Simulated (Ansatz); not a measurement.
`[OH][GeH]([SiH3])[SiH3]` + H₂O → `[OH][GeH]([OH])[SiH3]` + SiH₄ at 600 K and 1 bar (formal hydrolysis of a Ge–Si bond).

Gas-phase electronic energies from Ansatz, PBE0-D4/def2-TZVP geometries. CCSD(T)/CBS adds triple-zeta CCSD(T) − MP2 to the extrapolated MP2 energy (def2 sets, frozen cores). This one scheme is used for every species. For Ge outer-core shells are correlated without core-valence functions, which leaves a few kJ/mol of doubt a bond. Scalar relativity is left out up to krypton. One conformer a species, not always the lowest.

```tsv
species	CCSD(T)/CBS energy (Eh)	H − E (kJ/mol)	S (J/(mol·K))
`[OH][GeH]([SiH3])[SiH3]`	-2734.26948	265.6	519.3
H₂O	-76.37941	76.8	212.8
`[OH][GeH]([OH])[SiH3]`	-2519.19290	225.8	472.2
SiH₄	-291.46306	108.7	242.3
```

H − E and S are ideal-gas, rigid-rotor, harmonic terms from PBE0-D4/def2-TZVP, for one conformer and one mirror image of each species. 1 Eh = 2625.50 kJ/mol, R = 8.31446 J/(mol·K).

Task: By hand: ΔE, ΔH, ΔS and ΔG.

Result: ΔE = (-2519.19290) + (-291.46306) − (-2734.26948) − (-76.37941) = -0.00707 Eh = -18.6 kJ/mol. Δ(H − E) = 225.8 + 108.7 − 265.6 − 76.8 = -7.9, so ΔH = -26.5 kJ/mol. ΔS = 472.2 + 242.3 − 519.3 − 212.8 = -17.6 J/(mol·K). ΔG = -26.5 − 600 × (-17.6)/1000 = -15.9 kJ/mol.

Task: By hand: the equilibrium constant, and the temperature at which ΔG would vanish if ΔH and ΔS stayed fixed.

Result: log₁₀ K = −ΔG/(RT ln 10) = 1.4. ΔG = 0 at ΔH/ΔS = 1506 K, though so small a ΔS makes that figure unsure.

TΔS isn't small against ΔH here. A doubt of 5 kJ/mol in ΔE shifts log₁₀ K by 0.4 here. Other conformers and mirror images would add mixing entropy, several J/(mol·K) or more a flexible species. These are equilibria of isolated gas molecules and say nothing of rates. Largest T1 diagnostic: 0.013 (customary marks: 0.02 for closed shells, 0.045 for open ones).
